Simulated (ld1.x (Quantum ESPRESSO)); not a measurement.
Results of a calculation; reference values are marked as such.
# Pseudopotentials across the periodic table

Generated with ld1.x 7.5 (TM, RRKJ, ultrasoft, PAW), atompaw 4.2 or ONCVPSP 4.0.1. The cutoff is in Ry: for ld1.x and atompaw files where the sum of valence levels is converged to 10 mRy in a Bessel basis, for ONCV files where the hardest occupied wave has 1 mHa per electron of residual kinetic energy. The error is the largest all-electron minus pseudo excitation energy over each file’s own four to seven test configurations (ionisations up to +4, promotions, holes and added fractions of an electron), all of which were solved. The labels leave out finer settings (local radius, basis sizes, second energies), which also bear on the numbers. Spin-polarised tests are not counted. The rows are a selection from randomly drawn settings: files with unsolved tests, undetermined cutoffs or missed reference levels are left out.

A true bound ghost makes a file unfit for plane-wave use even where its test errors are small: the radial tests pick states by their node count and pass the ghost by.

```tsv
element	potential	cutoff (Ry)	largest error (meV)	bound ghosts
Si	RRKJ, LDA (PZ), scalar-relativistic, rc 1.40/1.95 (sp), local s, core correction yes, reference 3s1 3p3	30	+112	none
Sb	ultrasoft, PBE, scalar-relativistic, rc 2.30/2.65/1.00 (spd), local smoothed, core correction yes, reference 4d10 5s1.5 5p3.5	120	-173	none
Sb	TM, PBE, fully relativistic, rc 1.55/1.68/2.35 (spd), local s, core correction yes, reference 5s2 5p2.75	50	-118	d5/2, p3/2, p1/2
```

Problem. Fill in the row for In: TM, PBEsol, scalar-relativistic, rc 1.55/2.00/1.75 (spd), local s, core correction yes, reference 4d10 5s2 5p1.

Solution. cutoff 70 Ry, largest error -110 meV, bound ghosts: p.

Problem. Fill in the row for Tm: TM, PBE, scalar-relativistic, rc 2.55/3.35/3.10 (spd), local smoothed, core correction no, reference 5d1 6s1.5 6p0.5.

Solution. cutoff 15 Ry, largest error +197 meV, bound ghosts: s, p.
